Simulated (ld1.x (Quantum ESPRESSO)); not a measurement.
## Pseudopotential generation for silver: TM semilocal, LDA (PZ), non-relativistic.

- Element: silver (Ag)
- Generator: ld1.x (Quantum ESPRESSO) 7.5
- Type: norm-conserving Troullier–Martins (semilocal form)
- Functional: LDA (PZ)
- Relativity: non-relativistic
- Frozen core: [Ar] 3d10 4s2
- Valence charge: 17
- Reference configuration: 4p6 4d10 5s0.75 5p0.25
- Partial waves: 4p (bound): rc 1.60 bohr; 4d (bound): rc 1.25 bohr; 5s (bound): rc 1.95 bohr
- Local potential: the s channel
- Core correction: Bessel-smoothed model core inside 0.85 bohr

Occupied shells without a wave of their own: 5p. They enter only through the test configuration that unscreens the potential, and ld1.x also counts them in the model core charge.

All-electron outer shells of the reference configuration (LDA (PZ), non-relativistic, ld1.x):

```tsv
shell	level (eV)	outermost node (bohr)	outermost maximum (bohr)
4s	-88.20	0.45	0.85
4p	-57.28	0.45	0.88
4d	-8.62	0.43	1.03
5s	-4.63	1.15	2.59
5p	-1.18	1.27	3.71
```

Results:

```json
{
 "Cutoffs needed": "80 Ry and 100 Ry (the cutoffs (Ry, on a coarse ladder) from which the occupation-weighted sum of valence levels, in a spherical-Bessel basis at the reference potential, stays within 10 and 1 mRy of its value at 400 Ry)",
 "Ghost test": "no extra level below or beside the all-electron valence levels (p, d, s tested); the semilocal form is local in each channel, so this says nothing of the separable form that plane-wave codes build from it (spherical-Bessel basis up to 400 Ry, 20 bohr box)",
 "Largest excitation error": "-377 meV (all-electron minus pseudo) for 4p6 4d7 5s0 5p0, out of 7 test configurations"
}
```

ld1.x takes every shell without a wave as core, so the model core holds the 5p electrons as well and exchange and correlation see them twice. This cancels in the reference configuration, but the file is broken for other ones, and its errors say nothing about a proper core correction.

Generation and tests took about 2.6 s on one core of a shared server CPU.
